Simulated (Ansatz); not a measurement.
Si₂O₂⁺ (the lowest doublet isomer of a short search), 4 atoms. Hardware: 4 threads of Arm Neoverse V1 on a shared host.

Correlated methods freeze 12 core orbitals.

(1) How many basis functions does each of these Ansatz runs have, and roughly what does it cost? PBE0-D4/def2-SVP, charge 1 quartet, energy with a search over starts; PBE-D4/def2-TZVP, charge 1 doublet, energy and forces, from earlier orbitals; BLYP-D4/def2-TZVP, charge 1 quartet, energy, from earlier orbitals; PBE-D4/def2-TZVP, charge 0 triplet at the geometry of the charge 1 doublet, energy, from earlier orbitals; PBE0-D4/def2-SVP, charge 0 singlet at the geometry of the charge 1 doublet, energy with a search over starts; r2SCAN-D4/def2-TZVP, charge 1 doublet, energy, from earlier orbitals; RPA@PBE/def2-TZVP, charge 1 quartet, energy, from earlier orbitals; CCSD(T)/def2-TZVPP, charge 1 doublet, energy, from earlier orbitals; HF/6-31G, charge 1 quartet, energy; PBE0-D4/def2-TZVP, charge 1 doublet, relaxation, 4 steps; CAM-B3LYP-D4/def2-TZVP, charge 1 doublet, energy, from earlier orbitals; PBE-D4/def2-TZVP, charge 0 singlet at the geometry of the charge 1 doublet, energy, from earlier orbitals.

## Answers

(1) Other jobs shared the machine, so times can vary by a factor of up to 3. A dash marks memory too small to be measured apart from the calling script's.

```
                                                                                                         run  functions  fitting or Cholesky vectors  wall time  peak host memory (GiB)
                                                                          HF/6-31G, charge 1 quartet, energy         44                          430     0.25 s                       –
PBE0-D4/def2-SVP, charge 0 singlet at the geometry of the charge 1 doublet, energy with a search over starts         64                          584      0.5 s                       –
   PBE-D4/def2-TZVP, charge 0 singlet at the geometry of the charge 1 doublet, energy, from earlier orbitals        136                          806     0.75 s                       –
                                        PBE0-D4/def2-SVP, charge 1 quartet, energy with a search over starts         64                          584      1.1 s                       –
                                          BLYP-D4/def2-TZVP, charge 1 quartet, energy, from earlier orbitals        136                          806      1.4 s                       –
                                PBE-D4/def2-TZVP, charge 1 doublet, energy and forces, from earlier orbitals        136                          806      1.5 s                       –
   PBE-D4/def2-TZVP, charge 0 triplet at the geometry of the charge 1 doublet, energy, from earlier orbitals        136                          806      1.8 s                       –
                                     CAM-B3LYP-D4/def2-TZVP, charge 1 doublet, energy, from earlier orbitals        136                          824      1.9 s                       –
                                          RPA@PBE/def2-TZVP, charge 1 quartet, energy, from earlier orbitals        136                          844      2.1 s                       –
                                        r2SCAN-D4/def2-TZVP, charge 1 doublet, energy, from earlier orbitals        136                          806      3.3 s                       –
                                                    PBE0-D4/def2-TZVP, charge 1 doublet, relaxation, 4 steps        136                          838      5.5 s                       –
                                         CCSD(T)/def2-TZVPP, charge 1 doublet, energy, from earlier orbitals        146                          902       26 s                     1.9
```
